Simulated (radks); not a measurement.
Numerical settings for the terbium ion Tb3+, [Xe] 4f8. Calculated with a radial shooting solver on a logarithmic mesh with Libxc functionals: Dirac Kohn-Sham, LDA (Slater exchange, Perdew-Wang correlation), spin-unpolarised, spherical densities, finite nucleus; open shells are shared between the two j in proportion to 2j + 1; Fermi nuclear charge, rms radius 5.06 fm. The defaults (mesh step 0.008 in ln r, mesh end at 40 bohr or more with all orbitals vanishing there, Anderson mixing 0.5 over 9 steps, residual threshold near 1e-9 with the energy settled to 1e-9 hartree or 1e-11 of itself, here a cap of 64 iterations) give E = -11708.6015 hartree and 4f7/2 at -34.148 eV in 15 iterations. Times are rough (one thread of a shared host). Changes against that run (0 stands for a change within the tolerance of the run):

| setting | iterations | converged | E (mhartree) | e(4f7/2) (meV) | CPU (s) |
|---|---|---|---|---|---|
| mesh step in ln r 0.08 | 2 | no | diverged | - | 0.01 |
| mesh step in ln r 0.005 | 15 | yes | 0 | 0 | 0.21 |
| mesh step in ln r 0.2 | 4 | no | diverged | - | 0.01 |
| mesh end (bohr) 3 | 14 | yes | +363 | +4.25e+03 | 0.12 |
| mesh end (bohr) 12 | 15 | yes | 0 | 0 | 0.13 |
| residual threshold 0.1 | 10 | yes | 0 | +7.05 | 0.1 |
| residual threshold 1e-16 | 64 | no | 0 | 0 | 0.29 |
| mixing 1.5 | 16 | yes | 0 | 0 | 0.14 |
| linear mixing, mixing 0.5 | 29 | yes | 0 | 0 | 0.2 |
| linear mixing, mixing 0.8 | 64 | no | +3.96e+04 | +2.32e+04 | 1.1 |
| mixing history 20 | 23 | yes | 0 | 0 | 0.18 |
| iteration cap 3 | 3 | no | +173 | +879 | 0.04 |

Settings that end as converged yet miss the energy by more than 1 mhartree: mesh end (bohr) 3 (+0.363 hartree). A mesh that ends early acts as a hard wall.
